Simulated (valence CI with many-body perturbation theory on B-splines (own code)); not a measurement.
# Ho⁶¹⁺: electric-dipole lines

Level of theory: configuration interaction combined with many-body perturbation theory (CI+MBPT): four valence electrons over a frozen Dirac-Fock core [He], a basis of 11 s, 11 p, 10 d, 8 f, 5 g, 2 h functions for each j, with the one-electron correlation potential Σ1, the two-electron term Σ2, the three-electron term Σ3, Breit, model QED; selected CI, second order for the rest, scaled by the run's own slope (own B-spline code, finite nucleus).

The last digits are not significant, and no measured levels were compared; by estimate large intervals hold to a few tenths of a per cent, small ones and those within an open d or f shell to about a per cent. Among the levels kept, up to 910 cm⁻¹ of a level comes from second order outside the variational space, and about a tenth of that is noise between levels of different J, which matters for small intervals.

Lines 1 to 50 of 539 in falling wavelength, among levels below 814.58 Ry, chosen from the strongest by gf and those to the six lowest levels. Wavelengths and rates use the calculated energies. Electric multipoles are in the length gauge, E1 and E2 with the static RPA response of the core. Weak lines are less certain than strong ones. Lines between different terms over intervals too small for the method are left out, as are lines whose strength nearly cancels. The highest levels of a list are the least certain.

Levels are named by their leading jj configuration (3d3/2^4 stands for four electrons in 3d with j = 3/2), which in mixed levels can hold well under half, so a name can repeat and another be missing. Letters in brackets count levels of one name in rising energy.

```
λ vac (nm)                           Upper                           Lower   A (s⁻¹)  log gf  Branch %
     9.080      (2s 2p3/2^2 3d5/2) J=4 [a]      (2s 2p3/2^2 3p3/2) J=3 [a]  1.80e+10   -0.70       0.2
     8.986      (2s 2p3/2^2 3d5/2) J=3 [c]      (2s 2p3/2^2 3p3/2) J=2 [c]  2.27e+10   -0.72       0.0
     8.964      (2s 2p1/2 2p3/2 3d5/2) J=5      (2s 2p1/2 2p3/2 3p3/2) J=4  2.95e+10   -0.41      40.5
     8.886       (2p1/2^2 2p3/2 3d5/2) J=4       (2p1/2^2 2p3/2 3p3/2) J=3  3.22e+10   -0.47       0.4
     8.884          (2s 2p3/2^2 3d5/2) J=5          (2s 2p3/2^2 3p3/2) J=4  2.87e+10   -0.43       3.0
     8.883          (2s 2p1/2^2 3d5/2) J=3          (2s 2p1/2^2 3p3/2) J=2  3.05e+10   -0.60       0.0
     8.868  (2s 2p1/2 2p3/2 3d5/2) J=3 [c]  (2s 2p1/2 2p3/2 3p3/2) J=2 [c]  2.35e+10   -0.71       0.0
     8.868       (2p1/2^2 2p3/2 3d5/2) J=3       (2p1/2^2 2p3/2 3p3/2) J=2  2.68e+10   -0.66       0.0
     8.863  (2s 2p1/2 2p3/2 3d5/2) J=2 [c]  (2s 2p1/2 2p3/2 3p3/2) J=1 [d]  2.19e+10   -0.89       0.0
     8.848       (2p1/2 2p3/2^2 3d5/2) J=3   (2p1/2 2p3/2^2 3p3/2) J=2 [a]  2.32e+10   -0.72       0.1
     8.825       (2p1/2 2p3/2^2 3d5/2) J=4   (2p1/2 2p3/2^2 3p3/2) J=3 [a]  3.09e+10   -0.49       0.3
     8.803          (2s^2 2p3/2 3d5/2) J=4          (2s^2 2p3/2 3p3/2) J=3  2.47e+10   -0.59      18.3
     8.791          (2s^2 2p1/2 3d5/2) J=2          (2s^2 2p1/2 3p3/2) J=1  2.28e+10   -0.88       0.0
     8.778  (2s 2p1/2 2p3/2 3d5/2) J=4 [a]  (2s 2p1/2 2p3/2 3p3/2) J=3 [a]  2.09e+10   -0.66       0.1
     8.759      (2s 2p3/2^2 3d5/2) J=4 [b]      (2s 2p3/2^2 3p3/2) J=3 [b]  2.51e+10   -0.58       0.1
     8.717          (2s^2 2p3/2 3d5/2) J=3          (2s^2 2p3/2 3p3/2) J=2  1.79e+10   -0.84       0.0
     8.701  (2s 2p1/2 2p3/2 3d5/2) J=3 [a]  (2s 2p1/2 2p3/2 3p3/2) J=2 [a]  2.08e+10   -0.78       0.0
     8.699  (2s 2p1/2 2p3/2 3d5/2) J=3 [d]  (2s 2p1/2 2p3/2 3p3/2) J=2 [d]  2.52e+10   -0.70       0.0
     8.687  (2s 2p1/2 2p3/2 3d5/2) J=4 [b]  (2s 2p1/2 2p3/2 3p3/2) J=3 [b]  2.57e+10   -0.58       0.0
     8.647      (2s 2p3/2^2 3d5/2) J=3 [b]      (2s 2p3/2^2 3p3/2) J=2 [b]  2.73e+10   -0.67       0.1
     8.591  (2s 2p1/2 2p3/2 3d5/2) J=4 [c]  (2s 2p1/2 2p3/2 3p3/2) J=3 [c]  3.20e+10   -0.50       0.0
     8.464      (2s 2p3/2^2 3d5/2) J=2 [b]      (2s 2p3/2^2 3p3/2) J=1 [b]  2.44e+10   -0.88       0.0
     8.445          (2s^2 2p1/2 3d5/2) J=3          (2s^2 2p1/2 3p3/2) J=2  3.27e+10   -0.61       0.0
     8.247       (2p1/2^2 2p3/2 3d5/2) J=2       (2p1/2^2 2p3/2 3p3/2) J=1  2.40e+10   -0.91       0.0
     8.197          (2s 2p1/2^2 3d5/2) J=2          (2s 2p1/2^2 3p3/2) J=1  3.48e+10   -0.76       0.0
     6.334      (2s 2p1/2 2p3/2^2) J=2 [a]              (2s^2 2p3/2^2) J=2  1.76e+09   -2.28       0.2
     6.068      (2s 2p1/2 2p3/2 3p3/2) J=4          (2s^2 2p3/2 3p3/2) J=3  2.66e+10   -0.88       1.4
     5.782       (2p1/2 2p3/2^2 3p3/2) J=4      (2s 2p3/2^2 3p3/2) J=3 [b]  3.90e+10   -0.75       0.0
     5.215          (2s 2p1/2 2p3/2^2) J=3              (2s^2 2p3/2^2) J=2  1.29e+10   -1.43       1.2
     5.171          (2s 2p1/2^2 2p3/2) J=2          (2s^2 2p1/2 2p3/2) J=2  1.05e+10   -1.68      41.0
     5.082       (2p1/2^2 2p3/2 3p3/2) J=3  (2s 2p1/2 2p3/2 3p3/2) J=2 [c]  5.42e+10   -0.83       0.0
     4.814          (2s 2p1/2^2 2p3/2) J=2          (2s^2 2p1/2 2p3/2) J=1  1.50e+10   -1.58      58.9
     4.361       (2p1/2^2 2p3/2 3p3/2) J=1  (2s 2p1/2 2p3/2 3p3/2) J=1 [c]  1.37e+11   -0.93       0.0
     4.010   (2p1/2 2p3/2^2 3p3/2) J=3 [b]      (2s 2p3/2^2 3p3/2) J=3 [a]  1.01e+11   -0.77       0.0
     3.998       (2p1/2 2p3/2^2 3p3/2) J=4      (2s 2p3/2^2 3p3/2) J=3 [a]  7.18e+10   -0.81       0.0
     3.993      (2s 2p1/2 2p3/2^2) J=1 [a]              (2s^2 2p3/2^2) J=2  2.27e+10   -1.79       0.3
     3.915       (2p1/2^2 2p3/2 3d5/2) J=4      (2s 2p1/2 2p3/2 3d5/2) J=5  6.51e+10   -0.87       0.8
     3.904          (2s 2p1/2^2 2p3/2) J=1          (2s^2 2p1/2 2p3/2) J=2  4.24e+10   -1.54       0.9
     3.902  (2s 2p1/2 2p3/2 3d3/2) J=3 [b]  (2s 2p1/2 2p3/2 3p1/2) J=2 [b]  1.31e+11   -0.68       0.0
     3.878   (2p1/2 2p3/2^2 3d3/2) J=3 [b]   (2p1/2 2p3/2^2 3p1/2) J=2 [b]  1.20e+11   -0.72       0.0
     3.870      (2s 2p1/2 2p3/2^2) J=2 [b]              (2s^2 2p3/2^2) J=2  2.08e+10   -1.63       0.3
     3.852   (2p1/2 2p3/2^2 3d3/2) J=2 [b]   (2p1/2 2p3/2^2 3p1/2) J=2 [b]  1.29e+11   -0.84       0.0
     3.847  (2s 2p1/2 2p3/2 3d3/2) J=2 [d]  (2s 2p1/2 2p3/2 3p1/2) J=1 [c]  1.83e+11   -0.69       0.0
     3.799          (2s^2 2p1/2 3d3/2) J=1          (2s^2 2p1/2 3p1/2) J=0  2.02e+11   -0.88       0.0
     3.783  (2s 2p1/2 2p3/2 3d3/2) J=2 [b]  (2s 2p1/2 2p3/2 3p1/2) J=2 [b]  2.26e+11   -0.62       0.0
     3.779   (2p1/2 2p3/2^2 3d3/2) J=1 [b]   (2p1/2 2p3/2^2 3p1/2) J=2 [b]  2.29e+11   -0.83       0.0
     3.775      (2s 2p3/2^2 3p3/2) J=3 [a]         (2s 2p3/2^2 3s) J=2 [a]  1.90e+11   -0.55       0.1
     3.774   (2p1/2 2p3/2^2 3p3/2) J=1 [a]      (2p1/2 2p3/2^2 3s) J=2 [b]  2.43e+11   -0.81       0.1
     3.770      (2s 2p3/2^2 3d5/2) J=2 [a]      (2s 2p3/2^2 3p1/2) J=1 [b]  1.24e+11   -0.88       0.0
     3.724      (2s 2p3/2^2 3p3/2) J=1 [b]             (2s 2p3/2^2 3s) J=0  3.12e+11   -0.71       0.1
```

Q: How does gf follow from A for the line at 3.915 nm?

A: gf = 1.4992 × (2J+1)_upper × A / σ², with σ = 2554185 cm⁻¹ and 2J+1 = 9: gf = 0.135.
